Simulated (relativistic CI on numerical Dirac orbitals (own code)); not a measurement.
# Co⁺ in a cubic cluster: 3p photoemission with charge transfer

Computed with a charge-transfer multiplet model of a cubic metal-ligand cluster with up to 2 ligand holes, Slater and spin-orbit integrals from Dirac-Coulomb-Breit ions, Slater integrals scaled by 0.8. The ground state mixes d8 with configurations of k ligand holes L, whose averages lie at kΔ + k(k − 1)U_dd/2; a core hole lowers each added d electron by U_cd. 300 K, Lorentzian 0.9 eV and Gaussian 0.8 eV FWHM.

Atomic integrals in eV (Slater integrals scaled, ζ unscaled), ground: F2dd 8.285, F4dd 5.103, zeta_d 0.056; with the core hole: F2dd 9.321, F4dd 5.789, zeta_d 0.063, zeta_core 1.195, F2cd 10.339, G1cd 12.825, G3cd 7.754.

Cluster parameters (eV): U_dd = 7.3, U_cd = 9, 10Dq = 0.35, 10Dq(ligand) = 1, V(eg) = 1.55, V(t2g) = -0.71, final-state hopping factor = 1.

| Case | n_d | d8 | d9L | d10L2 | S |
| --- | --- | --- | --- | --- | --- |
| Δ = 4.1 eV | 8.15 | 0.85 | 0.14 | 0.00 | 1.00 |
| Δ = 6.1 eV | 8.09 | 0.91 | 0.08 | 0.00 | 1.00 |
| Δ = 7.1 eV | 8.07 | 0.93 | 0.07 | 0.00 | 1.00 |
| Δ = 9.1 eV | 8.05 | 0.95 | 0.05 | 0.00 | 1.00 |
| Δ = 10.1 eV | 8.04 | 0.96 | 0.04 | 0.00 | 1.00 |

Weights, n_d and S are thermal averages at 300 K. Binding energies count from the first peak over 30 % of the highest in each spectrum, which can be another peak from case to case. The parameters are a model scan and need not match a compound or its usual spin state. Peaks in eV (height, largest 100):
- Δ = 4.1 eV: 0.0 (100), 4.7 (99), 9.3 (52), 12.1 (57), 15.1 (14), 17.9 (22), 19.6 (34)
- Δ = 6.1 eV: 0.0 (100), 4.7 (78), 7.9 (48), 10.5 (35), 12.4 (29), 16.6 (18), 18.3 (31)
- Δ = 7.1 eV: 0.0 (100), 4.8 (73), 7.3 (37), 10.1 (34), 12.1 (24), 16.1 (15), 17.8 (28)
- Δ = 9.1 eV: 0.0 (100), 5.3 (71), 8.0 (24), 9.4 (25), 11.8 (25), 14.5 (21), 17.8 (19)
- Δ = 10.1 eV: 0.0 (100), 5.4 (65), 9.1 (24), 11.9 (23), 13.7 (18), 15.1 (20), 17.2 (15)

Curve for Δ = 9.1 eV (points under 2 left out, the grid thinned):

```tsv
E (eV)	Intensity
-3.9	2.9
-3.4	3.8
-2.8	5.3
-2.3	7.7
-1.7	14.2
-1.2	29.0
-0.6	72.2
-0.1	99.4
0.5	88.3
1.0	68.9
1.6	46.0
2.1	32.8
2.7	28.1
3.2	29.9
3.8	37.6
4.3	48.7
4.9	66.1
5.4	70.8
6.0	56.5
6.5	39.7
7.1	26.7
7.6	24.1
8.1	24.4
8.7	23.7
9.2	24.5
9.8	24.2
10.3	23.7
10.9	20.6
11.4	22.6
12.0	23.8
12.5	16.5
13.1	11.9
13.6	13.9
14.2	19.7
14.7	21.0
15.3	16.5
15.8	14.7
16.4	12.9
16.9	12.8
17.5	17.4
18.0	18.6
18.6	12.2
19.1	6.6
19.7	3.1
20.2	2.0
```

For the case Δ = 7.1 eV, Δ = 7.1 eV is smaller than U_dd = 7.3 eV, the charge-transfer side of the Zaanen-Sawatzky-Allen scheme. With the core hole the configuration with one ligand hole lies at Δ − U_cd = -4.9, -2.9, -1.9, 0.1, 1.1 eV from the one without, in the order of the table; where this is negative the screened configuration lies lower, though the effective hopping of about 2.1 eV (from the holes of the mixed ground state) mixes the two strongly wherever it is as large as the gap.
